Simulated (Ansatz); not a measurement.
AlH6NSSi2 (`[SH][Al]1[NH][SiH2][SiH2]1`) at its PBE0-D4/def2-TZVP geometry, where that method's forces vanish. Total charge 0; spin multiplicity 1.

```xyz
11

S     1.2098    3.0598   -0.9546
Al    0.4184    1.1094   -0.3708
N     1.0143    0.1407    1.0094
Si    0.0426   -1.3101    1.0276
Si   -1.1995   -0.6262   -0.8549
H     0.3442    3.1636   -1.9778
H     1.7434    0.3076    1.6868
H     0.8464   -2.5536    0.8463
H    -0.7419   -1.4717    2.2861
H    -1.0333   -1.4549   -2.0784
H    -2.6443   -0.3645   -0.6196
```

Problem. What forces (eV/Å) does ωB97M-V/def2-TZVPP give on these atoms in Ansatz? (Estimate.)

Solution. The calculation gave: 
```
S1  -0.059  0.002 -0.066
Al2 -0.039 -0.002 -0.038
N3   0.041  0.023  0.026
Si4 -0.067 -0.202  0.076
Si5 -0.047 -0.020 -0.037
H6   0.053 -0.008  0.063
H7  -0.024 -0.006 -0.022
H8  -0.087  0.138  0.024
H9   0.090  0.017 -0.136
H10 -0.017  0.086  0.132
H11  0.155 -0.028 -0.023
```
